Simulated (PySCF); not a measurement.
# Spectroscopy problems

- structure optimised with GFN2-xTB
- NMR shieldings at PBE0/pcSseg-1/GIAO
- program: PySCF 2.14.0 with density-fitted response routines
- in vacuum, no relativistic terms, a single conformation, one averaged value for each set of equivalent atoms

Chemical shifts δ = σref − σ; TMS for ¹H and ¹³C, all at this level. Splittings of carbon signals by F and P are missing where no couplings were computed. Where no couplings were computed, multiplicities follow the n + 1 count of equivalent neighbours, and m marks all less simple cases (inequivalent or close neighbours, rings, F or P nearby). Shifts are as computed. Against solution values, carbons near 30 ppm lie about +3 ppm off and those near 130 ppm about +5 ppm. Of 1211 compounds with measured shifts, 218 miss one by over three times the rms of a fit or turn the order of signals round; such compounds aren't used in these exercises.

Question: C6H11N. ¹H NMR (600 MHz, computed): δ 3.44 (s, 3H), 3.13 (m, 1H), 3.05 (m, 1H), 2.46 (m, 1H), 2.28 (m, 1H), 2.27 (m, 1H), 1.21 (d, 3H). ¹³C{¹H} NMR (computed): δ 169.4 (C), 46.6 (CH2), 42.3 (CH3), 40.4 (CH2), 24.7 (CH3), 22.6 (CH). Identify the compound.

Answer: `N(C)=C1CC(C)C1`. Rings plus π bonds: 2 (1 ring in the answer). 6 carbon signals for 6 carbons: no two carbons are equivalent. Carbon types of the structure: 1 × C, 1 × CH, 2 × CH2, 2 × CH3, which accounts for all hydrogens. δC 169.4: C=N carbon. δC 46.6, 40.4: sp3 CH2 in a ring; a saturated carbon with 2 carbon neighbours and no heteroatom attached. δC 22.6: sp3 CH in a ring; aliphatic region, no heteroatom directly attached. δH 3.44: hydrogen on a methyl carbon bonded to N; its carbon carries N, hence the downfield position.

The data come from this structure; uniqueness wasn't tested.

Question: C6H9FSi. ¹H NMR (600 MHz, computed): δ 6.14 (br s, 1H), 5.80 (br s, 1H), 5.39 (m, 1H), 4.52 (m, 1H), 4.49 (m, 1H), 2.69 (d, 1H), 2.24 (s, 3H). ¹³C{¹H} NMR (computed): δ 149.1 (C), 137.7 (CH2), 91.4 (CH), 87.3 (C), 79.6 (CH), 28.5 (CH3). Give a structure.

Answer: `C#C[C@H](F)[SiH2]C(=C)C`. Rings plus π bonds: 3 (no ring in the answer). 6 carbon signals for 6 carbons: no two carbons are equivalent. Carbon types of the structure: 2 × C, 2 × CH, 1 × CH2, 1 × CH3, leaving 2 H on heteroatoms. δC 149.1: fully substituted alkene carbon; the olefinic region. δC 137.7: terminal =CH2 carbon; an sp2 carbon of a C=C bond. δC 91.4: terminal alkyne carbon; sp carbons lie upfield of alkene carbons because the cylindrical π system leaves one tensor component strongly shielded. δC 87.3: alkyne carbon; the triple bond shields along its axis, which puts it between sp3 and sp2 carbons.

The data come from this structure; uniqueness wasn't tested.
